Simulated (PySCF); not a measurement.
C₆H₈F₂.
Atom-mapped SMILES: `[CH3:1][C@@:2]12[CH2:3][C@@H:4]1[C@@H:5]2[CH:6]([F:7])[F:8]` (hydrogens: H9, H10, H11 on C1; H12, H13 on C3; H14 on C4; H15 on C5; H16 on C6)

A PySCF run (density fitting, gas phase, GFN2-xTB geometry) gave HOMO -7.06 eV, LUMO 2.59 eV, dipole 2.97 D and E = -430.218 Eh.

**Question.** Which of these levels was it?
A. PBE0/def2-SVPD
B. revPBE/pcseg-1
C. PBE0/3-21G
D. PBE0/pcSseg-1

**Answer.** C. It is PBE0/3-21G. All candidates on this geometry:

```csv
level and settings,kind,basis functions,SCF cycles,E (Eh),HOMO (eV),LUMO (eV),dipole (D)
revPBE/pcseg-1,GGA,152,14,-432.8455,-5.98,0.74,2.83
PBE0/def2-SVPD,global hybrid,230,13,-432.3103,-7.34,0.71,3.13
PBE0/pcSseg-1,global hybrid,176,13,-432.5566,-7.28,1.49,3.03
PBE0/3-21G,global hybrid,88,12,-430.2182,-7.06,2.59,2.97
```

The nearest other candidate, by the summed differences of HOMO and LUMO, is PBE0/pcSseg-1: its HOMO differs by -0.22 eV and its LUMO by -1.10 eV. Cycle counts include a coarse-grid stage where the run had one.

The values belong to the conformer `[CH3:1][C@@:2]12[CH2:3][C@@H:4]1[C@@H:5]2[CH:6]([F:7])[F:8]`: C4–C5–C6–F7 -145°.
